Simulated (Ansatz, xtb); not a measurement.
Relative energy of two structures of FHMgNP

Structure a: a singlet given by its coordinates. Structure b: `[F][Mg][N]=P`, a singlet. Both are isolated molecules in the gas phase, relaxed with B3LYP-D3(BJ)/def2-SVP.

a (Å):

```yaml
atoms:
  - { symbol: F, position_ang: [-4.7143, 2.2547, 2.2752] }
  - { symbol: Mg, position_ang: [-3.1913, 1.4900, 1.8115] }
  - { symbol: N, position_ang: [-2.0151, 0.5676, 0.4707] }
  - { symbol: P, position_ang: [-0.9000, 0.5347, 1.6920] }
  - { symbol: H, position_ang: [-1.7643, 0.1610, -0.4371] }
```

Close contacts (Å): F1–Mg2 1.77, Mg2–N3 2.01, Mg2–P4 2.49, N3–P4 1.65, N3–H5 1.03.

b (Å):

| atom | x (Å) | y (Å) | z (Å) |
| --- | --- | --- | --- |
| F | 1.8521 | -0.3643 | 2.1669 |
| Mg | 0.8499 | -0.0314 | 0.7587 |
| N | -0.2144 | 0.3275 | -0.7427 |
| P | -0.9522 | 0.7990 | -2.0286 |
| H | -2.0928 | -0.1343 | -2.1877 |

Question: Estimate E(b) − E(a) at the level CCSD(T)/def2-TZVPP.

Answer: Calculated at CCSD(T)/def2-TZVPP: E(b) − E(a) = +18.6 kJ/mol, so structure a lies lower.

Level by level:

| level | geometry | E(b) − E(a) (kJ/mol) | departure from the last row (kJ/mol) | job, with rough time for the two |
| --- | --- | --- | --- | --- |
| B3LYP-D3(BJ)/def2-SVP | B3LYP-D3(BJ)/def2-SVP | +20.1 | +1.4 | optimisation, 2.2 min |
| HF/def2-TZVPP | B3LYP-D3(BJ)/def2-SVP | +11.3 | −7.3 | part of the CCSD(T) run |
| MP2/def2-TZVPP | B3LYP-D3(BJ)/def2-SVP | +11.9 | −6.8 | part of the CCSD(T) run |
| CCSD(T)/def2-TZVPP | B3LYP-D3(BJ)/def2-SVP | +18.6 |  | single point, 3.1 min |

The levels shown agree on the order. The largest departure from CCSD(T)/def2-TZVPP is that of HF/def2-TZVPP, 7.3 kJ/mol. The closed-shell reference of a is unstable towards spin breaking, so its energies are less sure. Levels run at GFN2-xTB geometries aren't shown.

With harmonic frequencies from B3LYP-D3(BJ)/def2-SVP (ideal gas, rigid rotor, one conformer each, 298.15 K, 1 atm): on the last row, ΔE + ΔZPE = +7.2, ΔH = +9.4, ΔG = +5.4 kJ/mol.

The correlated steps freeze 8 core orbitals; the last core shell of Mg is correlated, in a basis made for valence electrons. Codes used: Ansatz 0.2.0; the last row on 1 thread of Intel(R) Xeon(R) Processor @ 2.50GHz (Skylake/Cascade Lake) on a shared host.
